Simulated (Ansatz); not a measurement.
Calculated with Ansatz (gas phase, PBE0-D4/def2-TZVP geometries, no zero-point term in ΔE). CCSD(T)/CBS adds triple-zeta CCSD(T) − MP2 to the extrapolated MP2 energy (def2 sets, frozen cores). Functionals use def2-TZVPP. B3LYP here is the variant with VWN-RPA as its local correlation; programs differ in this. Each species was taken in one conformer, which may not be the lowest.

Consider the isomerisation: `CSB(F)[SiH3]` → `BSC(F)[SiH3]`.

```tsv
level	ΔE (kJ/mol)	difference from CCSD(T)/CBS
PBE-D4	212.6	-0.3
PBE0-D4	216.2	3.3
B3LYP-D4	209.9	-3.0
ωB97M-V	208.3	-4.6
B2PLYP	211.3	-1.6
PBE	212.0	-0.9
r2SCAN	215.3	2.4
PBE0	215.6	2.7
B3LYP	208.9	-4.0
HF/def2-TZVPP	209.7	-3.2
MP2/def2-TZVPP	216.4	3.5
CCSD/def2-TZVPP	214.3	1.4
CCSD(T)/def2-TZVPP	214.0	1.1
HF/def2-QZVPP	209.4	-3.5
SCS-MP2/def2-QZVPP	210.8	-2.1
MP2/CBS(def2)	215.3	2.4
CCSD(T)/CBS	212.9	0
```

Largest T1 diagnostic among the species: 0.014.

From PBE to PBE0 (25 % exact exchange), in def2-TZVPP and without D4, ΔE moves by +3.6 kJ/mol. In def2-TZVPP, CCSD(T) changes the Hartree–Fock value by +4.2 kJ/mol (the triples alone add −0.4 kJ/mol) and MP2 by +6.7 kJ/mol.
